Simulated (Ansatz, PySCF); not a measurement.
hexafluorophosphate (F6P), SMILES [P-](F)(F)(F)(F)(F)F, charge -1. Atoms are numbered in the order given.

```xyz
7

F      0.0000    -1.6500     0.0000
P      0.0000     0.0000     0.0000
F      1.6500     0.0000     0.0000
F     -1.6500     0.0000     0.0000
F      0.0000     0.0000     1.6500
F      0.0000     1.6500     0.0000
F      0.0000     0.0000    -1.6500
```
Charge -1, spin multiplicity 1.

Geometry optimised at TPSSh-D3(BJ)/def2-SVPD.

Two levels are set side by side: PBE-D3(BJ)/def2-SVPD (Ansatz, a first-principles code) and TPSSh-D3(BJ)/def2-SVPD (PySCF). Each level has its own optimised geometry; the coordinates shown are those of the second. Frequencies come from the Hessian of PySCF at each geometry. Differences are taken from unrounded values.

```tsv
quantity	TPSSh-D3(BJ)	PBE-D3(BJ)	PBE-D3(BJ) minus TPSSh-D3(BJ)
mean bond length (Å)	1.650	1.667	0.017
bond F1–P2 (Å)	1.650	1.667	0.017
bond P2–F3 (Å)	1.650	1.667	0.017
bond P2–F4 (Å)	1.650	1.667	0.017
bond P2–F5 (Å)	1.650	1.667	0.017
bond P2–F6 (Å)	1.650	1.667	0.017
bond P2–F7 (Å)	1.650	1.667	0.017
highest harmonic wavenumber (cm⁻¹)	860	820	-39
mean harmonic wavenumber (cm⁻¹)	541	519	-22
zero-point energy (kcal/mol)	11.60	11.14	-0.47
```

Exact exchange shortens and stiffens bonds; PBE has none. Differences between two approximate levels are no errors against the true value.
